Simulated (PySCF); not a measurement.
Static response to an electric field

Species: C8H8N2.
Atom-mapped SMILES: `[CH:1]#[C:2][c:3]1[cH:4][cH:5][n:6][n:7]1[CH:8]1[CH2:9][CH2:10]1` (hydrogens: H11 on C1; H12 on C4; H13 on C5; H14 on C8; H15, H16 on C9; H17, H18 on C10)

Geometry (PBE0-D3(BJ)/def2-SVP, Å), atoms numbered from 1 in this order:
```
atom  x, y, z in Å
C1     2.082    2.623    0.345
C2     1.777    1.450    0.267
C3     1.427    0.082    0.177
C4     2.219   -1.065    0.189
C5     1.303   -2.120    0.068
N6     0.054   -1.671   -0.012
N7     0.137   -0.354    0.058
C8    -1.036    0.464   -0.030
C9    -2.342   -0.080    0.449
C10   -2.101    0.109   -1.020
H11    2.355    3.660    0.413
H12    3.301   -1.103    0.278
H13    1.498   -3.191    0.037
H14   -0.794    1.514    0.143
H15   -2.320   -1.107    0.822
H16   -3.016    0.602    0.974
H17   -2.602    0.923   -1.549
H18   -1.921   -0.795   -1.608
```

Level: PBE0/def2-SVPD (PySCF), static field, nuclei fixed, core orbitals frozen in the response. The polarisability tensor in these axes (au):

```
x   118.26   7.35   5.26
y     7.35 131.30   2.94
z     5.26   2.94  71.07
```

Q: Diagonalise the tensor; give its mean and Δα, where Δα² is half the sum of the squared differences of the eigenvalues.

A: Principal values 70.42, 115.24 and 134.98 au; mean 106.88 au = 15.84 Å³ = 17.62 × 10⁻⁴⁰ C²·m²/J; Δα = 57.30 au (54 % of the mean).

Q: What is the dipole moment, and where does it point?

A: (-0.15, 1.63, 0.01) D, 1.64 D in size, pointing from the negative to the positive side. Measured along this direction, the outermost atoms are H13 at the negative end and H11 at the positive end.

Q: In TDDFT the mean static polarisability is Σ f/ω² over all singlet excitations (ω in hartree). How much of it do the 10 lowest give? Their energies (eV) and oscillator strengths: 5.37, 0.2344; 5.52, 0.1619; 5.61, 0.0023; 5.81, 0.0008; 6.46, 0.0001; 6.51, 0.0030; 6.64, 0.0061; 6.90, 0.0012; 7.01, 0.1538; 7.12, 0.0141.

A: They add up to 12.73 au, 11.9 % of the 106.88 au; the largest single term is 6.03 au, from the state at 5.37 eV. Terms in order: 6.03, 3.93, 0.05, 0.02, 0.00, 0.05, 0.10, 0.02, 2.32, 0.21 au. Higher excitations give the rest. The strengths listed sum to 0.578.

Q: How large is μ²/3kT at 250 K beside α?

A: In Gaussian units μ²/3kT = 26.01 Å³ against 15.84 Å³, a ratio of 1.64; the Debye molar polarisation (4π/3)N_A(α + μ²/3kT) is 105.6 cm³/mol, leaving out the vibrational part.

Q: Give the eigenvalues of the traceless quadrupole moment Θ = ½Σq(3rr − r²1), origin at the centre of nuclear charge.

A: -7.85, -0.01, 7.86 D·Å. The values depend on the origin, since the dipole doesn't vanish. The electronic extent ⟨r²⟩ about the same centre is 1402 bohr², a root-mean-square distance of 2.37 Å for the 70 electrons.

Isolated species at its PBE0-D3(BJ)/def2-SVP geometry (one conformer only).
